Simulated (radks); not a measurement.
Species: Eu+. Configuration: [Xe] 4f7 6s1.

Method: Dirac Kohn-Sham, LDA (Slater exchange, Perdew-Wang correlation), spin-unpolarised, spherical densities, point nucleus; open shells fill j = l - 1/2 first; computed with a radial shooting solver on a logarithmic mesh with Libxc functionals.

Energy parts (eV):
total: -295096.69
kinetic: 320835.44
electron-nucleus: -724031.28
Hartree: 114510.20
exchange-correlation: -6411.06

Orbitals (lengths in bohr, moments of r in powers of bohr; r(90%) holds 90 % of the orbital's charge):
[
 {"orbital": "1s1/2", "occ.": "2", "eigenvalue (eV)": "-48281.58", "r(90%)": "0.0404", "<1/r>": "70.19", "<r^2>": "0.0006801"},
 {"orbital": "2s1/2", "occ.": "2", "eigenvalue (eV)": "-7930.507", "r(90%)": "0.147", "<1/r>": "16.71", "<r^2>": "0.01063"},
 {"orbital": "2p1/2", "occ.": "2", "eigenvalue (eV)": "-7526.684", "r(90%)": "0.130", "<1/r>": "16.70", "<r^2>": "0.007730"},
 {"orbital": "2p3/2", "occ.": "4", "eigenvalue (eV)": "-6879.399", "r(90%)": "0.139", "<1/r>": "14.82", "<r^2>": "0.008968"},
 {"orbital": "3s1/2", "occ.": "2", "eigenvalue (eV)": "-1749.058", "r(90%)": "0.366", "<1/r>": "6.080", "<r^2>": "0.07123"},
 {"orbital": "3p1/2", "occ.": "2", "eigenvalue (eV)": "-1574.336", "r(90%)": "0.359", "<1/r>": "5.998", "<r^2>": "0.06643"},
 {"orbital": "3p3/2", "occ.": "4", "eigenvalue (eV)": "-1442.453", "r(90%)": "0.377", "<1/r>": "5.523", "<r^2>": "0.07358"},
 {"orbital": "3d3/2", "occ.": "4", "eigenvalue (eV)": "-1139.099", "r(90%)": "0.349", "<1/r>": "5.402", "<r^2>": "0.05892"},
 {"orbital": "3d5/2", "occ.": "6", "eigenvalue (eV)": "-1110.373", "r(90%)": "0.355", "<1/r>": "5.283", "<r^2>": "0.06092"},
 {"orbital": "4s1/2", "occ.": "2", "eigenvalue (eV)": "-351.5111", "r(90%)": "0.815", "<1/r>": "2.540", "<r^2>": "0.3625"},
 {"orbital": "4p1/2", "occ.": "2", "eigenvalue (eV)": "-284.0586", "r(90%)": "0.844", "<1/r>": "2.435", "<r^2>": "0.3823"},
 {"orbital": "4p3/2", "occ.": "4", "eigenvalue (eV)": "-254.8045", "r(90%)": "0.887", "<1/r>": "2.272", "<r^2>": "0.4223"},
 {"orbital": "4d3/2", "occ.": "4", "eigenvalue (eV)": "-143.6052", "r(90%)": "0.977", "<1/r>": "2.051", "<r^2>": "0.4891"},
 {"orbital": "4d5/2", "occ.": "6", "eigenvalue (eV)": "-138.3605", "r(90%)": "0.993", "<1/r>": "2.011", "<r^2>": "0.5051"},
 {"orbital": "5s1/2", "occ.": "2", "eigenvalue (eV)": "-50.9779", "r(90%)": "1.99", "<1/r>": "0.9659", "<r^2>": "2.148"},
 {"orbital": "5p1/2", "occ.": "2", "eigenvalue (eV)": "-32.8352", "r(90%)": "2.30", "<1/r>": "0.8458", "<r^2>": "2.770"},
 {"orbital": "5p3/2", "occ.": "4", "eigenvalue (eV)": "-28.9838", "r(90%)": "2.45", "<1/r>": "0.7872", "<r^2>": "3.140"},
 {"orbital": "4f5/2", "occ.": "6", "eigenvalue (eV)": "-9.3377", "r(90%)": "1.69", "<1/r>": "1.419", "<r^2>": "1.273"},
 {"orbital": "6s1/2", "occ.": "1", "eigenvalue (eV)": "-8.7773", "r(90%)": "5.53", "<1/r>": "0.3303", "<r^2>": "16.34"},
 {"orbital": "4f7/2", "occ.": "1", "eigenvalue (eV)": "-8.7212", "r(90%)": "1.74", "<1/r>": "1.398", "<r^2>": "1.336"}
]

The highest occupied level is 4f7/2 at -8.721 eV. Summed over all electrons, <r^2> = 57.11 bohr^2, which gives a Langevin (diamagnetic) susceptibility term of -45.2 x 10^-6 cm^3/mol.
